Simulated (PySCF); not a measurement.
## C5H9ClFSi: g tensor and hyperfine couplings

Species: C5H9ClFSi (doublet state).
Z-matrix (Å and degrees, GFN2-xTB geometry), rows numbered from 1:
```
C 
C   1  1.4976
C   2  1.3450  1  122.28
Si  3  1.8416  2  127.70  1  -176.44
Cl  4  2.0382  3  111.02  2  -174.21
C   2  1.5022  1  115.53  3   178.34
C   6  1.5275  2  112.01  1   -88.62
F   7  1.3740  6  110.80  2   -66.61
H   1  1.0904  2  110.76  3  -122.80
H   1  1.0865  2  111.22  3    -2.00
H   1  1.0913  2  110.24  3   118.45
H   3  1.0856  2  116.97  1    -2.44
H   4  1.4474  3  124.62  2   -40.49
H   6  1.0917  2  110.15  1    30.64
H   6  1.0918  2  109.81  1   150.74
H   7  1.0947  6  111.65  2    51.94
H   7  1.0953  6  111.34  2   175.26
```

The hyperfine couplings belong to this conformer and change with its torsions.

As a line formula: `C/C(=C/[SiH]Cl)CCF` [radical].

Computed with UKS B3LYP, pcH-1 on C Cl F H Si, non-relativistic, mean-field spin-orbit, GIAO in PySCF. Isolated species at its GFN2-xTB geometry (one conformer only). Couplings are sensitive to structure, and on GFN2-xTB geometries they can be far from those on DFT ones, by a factor of two or more for some ions and for spin on atoms past the first row. No stability test was run, so a lower SCF solution isn't excluded.

```json
{
 "g1, g2, g3": "2.00203, 2.00477, 2.00798",
 "g_iso": "2.00493",
 "Form of g": "rhombic: the two nearest values differ by 46 % of g3 − g1",
 "⟨S²⟩": "0.7582 (exact 0.7500)",
 "HOMO–LUMO gap, α and β orbitals": "4.36, 5.10 eV",
 "Total energy": "-1045.50613 Eh",
 "Basis functions": "310"
}
```

Isotropic coupling and dipolar principal values T1 to T3, in MHz; ρ(0) is the spin density at the nucleus:

```json
{"atom": "C1", "isotope": "13C", "a_iso": "-5.0", "of which spin–orbit": "0.0", "T1": "-0.6", "T2": "-0.1", "T3": "0.7", "Mulliken spin population": "-0.02", "ρ(0) (bohr⁻³)": "-0.0045"}
{"atom": "C2", "isotope": "13C", "a_iso": "19.5", "of which spin–orbit": "-0.1", "T1": "-18.3", "T2": "-17.2", "T3": "35.5", "Mulliken spin population": "0.21", "ρ(0) (bohr⁻³)": "0.0174"}
{"atom": "C3", "isotope": "13C", "a_iso": "15.8", "of which spin–orbit": "0.0", "T1": "-15.7", "T2": "3.6", "T3": "12.2", "Mulliken spin population": "-0.11", "ρ(0) (bohr⁻³)": "0.0141"}
{"atom": "Si4", "isotope": "29Si", "a_iso": "-406.3", "of which spin–orbit": "0.7", "T1": "-157.0", "T2": "77.9", "T3": "79.1", "Mulliken spin population": "0.82", "ρ(0) (bohr⁻³)": "0.4580"}
{"atom": "Cl5", "isotope": "35Cl", "a_iso": "14.9", "of which spin–orbit": "0.2", "T1": "-17.2", "T2": "-15.1", "T3": "32.2", "Mulliken spin population": "0.05", "ρ(0) (bohr⁻³)": "0.0336"}
{"atom": "C6", "isotope": "13C", "a_iso": "-6.0", "of which spin–orbit": "0.0", "T1": "-0.7", "T2": "0.2", "T3": "0.5", "Mulliken spin population": "-0.02", "ρ(0) (bohr⁻³)": "-0.0053"}
{"atom": "C7", "isotope": "13C", "a_iso": "12.7", "of which spin–orbit": "0.0", "T1": "-1.0", "T2": "-0.8", "T3": "1.8", "Mulliken spin population": "0.01", "ρ(0) (bohr⁻³)": "0.0113"}
{"atom": "F8", "isotope": "19F", "a_iso": "19.2", "of which spin–orbit": "0.0", "T1": "-5.6", "T2": "-5.4", "T3": "11.0", "Mulliken spin population": "0.00", "ρ(0) (bohr⁻³)": "0.0046"}
{"atom": "H9", "isotope": "1H", "a_iso": "18.1", "of which spin–orbit": "0.0", "T1": "-1.4", "T2": "-1.3", "T3": "2.7", "Mulliken spin population": "0.01", "ρ(0) (bohr⁻³)": "0.0040"}
{"atom": "H10", "isotope": "1H", "a_iso": "0.7", "of which spin–orbit": "0.0", "T1": "-1.3", "T2": "-1.2", "T3": "2.4", "Mulliken spin population": "0.00", "ρ(0) (bohr⁻³)": "0.0002"}
{"atom": "H11", "isotope": "1H", "a_iso": "27.4", "of which spin–orbit": "0.0", "T1": "-1.4", "T2": "-1.1", "T3": "2.5", "Mulliken spin population": "0.01", "ρ(0) (bohr⁻³)": "0.0061"}
{"atom": "H12", "isotope": "1H", "a_iso": "8.2", "of which spin–orbit": "0.0", "T1": "-3.6", "T2": "-0.5", "T3": "4.2", "Mulliken spin population": "0.01", "ρ(0) (bohr⁻³)": "0.0018"}
{"atom": "H13", "isotope": "1H", "a_iso": "60.1", "of which spin–orbit": "0.0", "T1": "-8.9", "T2": "1.3", "T3": "7.6", "Mulliken spin population": "0.01", "ρ(0) (bohr⁻³)": "0.0134"}
{"atom": "H14", "isotope": "1H", "a_iso": "7.0", "of which spin–orbit": "0.0", "T1": "-1.5", "T2": "-1.0", "T3": "2.5", "Mulliken spin population": "0.00", "ρ(0) (bohr⁻³)": "0.0016"}
{"atom": "H15", "isotope": "1H", "a_iso": "2.8", "of which spin–orbit": "0.0", "T1": "-3.3", "T2": "-1.2", "T3": "4.4", "Mulliken spin population": "0.00", "ρ(0) (bohr⁻³)": "0.0006"}
{"atom": "H16", "isotope": "1H", "a_iso": "-0.4", "of which spin–orbit": "0.0", "T1": "-1.3", "T2": "-0.8", "T3": "2.1", "Mulliken spin population": "0.00", "ρ(0) (bohr⁻³)": "-0.0001"}
{"atom": "H17", "isotope": "1H", "a_iso": "4.5", "of which spin–orbit": "0.0", "T1": "-0.9", "T2": "-0.7", "T3": "1.5", "Mulliken spin population": "0.00", "ρ(0) (bohr⁻³)": "0.0010"}
```

The Mulliken spin populations are largest on Si4 (+0.82), C2 (+0.21) and C3 (-0.11). The positive populations add up to 1.15 and the negative ones to -0.15, together 2S = 1. The angles at Si4 add up to 344.7°, so it is pyramidal.

Axes: g3 points within 9° of the C1–C2 bond.

Under fast tumbling the dipolar parts average out, and these isotropic splittings remain (the largest six): 1 × 1H (H13, I = 1/2, 2 lines) with 2.14 mT, 1 × 19F (F8, I = 1/2, 2 lines) with 0.68 mT, 3 × 1H (H9/H10/H11, I = 1/2, 4 lines) with 0.55 mT, 1 × 35Cl (Cl5, I = 3/2, 4 lines) with 0.53 mT, 1 × 1H (H12, I = 1/2, 2 lines) with 0.29 mT and 2 × 1H (H14/H15, I = 1/2, 3 lines) with 0.17 mT.

Means are taken over nuclei equivalent by connectivity, which assumes that they swap fast. The three 1H nuclei of mean +15.4 MHz run from 0.7 to 27.4 MHz in the frozen geometry.

Main isotope only: 35Cl (natural samples also hold 24 % 37Cl, magnetic too, which adds its own pattern).

The 13C coupling of C2 (19.5 MHz) shows only in satellite lines or after enrichment, since that isotope makes up about 1.07 % of natural carbon.

The 29Si coupling of Si4 (-406.3 MHz) shows only in satellite lines or after enrichment, since that isotope makes up about 4.7 % of natural silicon.
